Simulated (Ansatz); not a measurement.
Consider the isomerisation: `BN[CH2][GaH2]` → `CB[NH][GaH2]`.

Gas-phase electronic energies from Ansatz, PBE0-D4/def2-TZVP geometries. CBS: MP2 limit from def2 TZ/QZ plus the TZ coupled-cluster correction, frozen cores. DFT in def2-TZVPP. For Ga outer-core shells are correlated without core-valence functions, which leaves a few kJ/mol of doubt a bond. Scalar relativity is left out up to krypton. One conformer a species, not always the lowest.

| level | ΔE (kcal/mol) |
| --- | --- |
| revPBE-D4 | -31.0 |
| r2SCAN0-D4 | -34.4 |
| ωB97X-V | -32.9 |
| PBE-QIDH | -34.2 |
| BLYP | -31.2 |
| BHLYP | -33.8 |
| SCS-MP2/def2-TZVPP | -34.4 |
| CCSD/def2-TZVPP | -34.2 |

What does CCSD(T)/CBS give? (An estimate is asked.)

The calculation gave: -33.8 kcal/mol. The listed levels differ from it by 2.8, -0.6, 0.9, -0.4, 2.6, 0.0, -0.6, -0.4 kcal/mol.

Largest T1 diagnostic among the species: 0.013.

From BLYP to BHLYP (50 % exact exchange), in def2-TZVPP and without D4, ΔE moves by −2.6 kcal/mol. Leaving LDA and LC-ωPBE aside and taking each functional with its dispersion term where it has one, the values, not all of them listed here, spread over 4.6 kcal/mol, from B97M-V to revPBE-D4. At CCSD(T), def2-SVP lies +1.0 kcal/mol from the extrapolated value and def2-TZVPP −0.2 kcal/mol.

CCSD(T)/CBS has its own doubt, a few kJ/mol and more with outer-core shells, so smaller differences from it don't rank the levels.
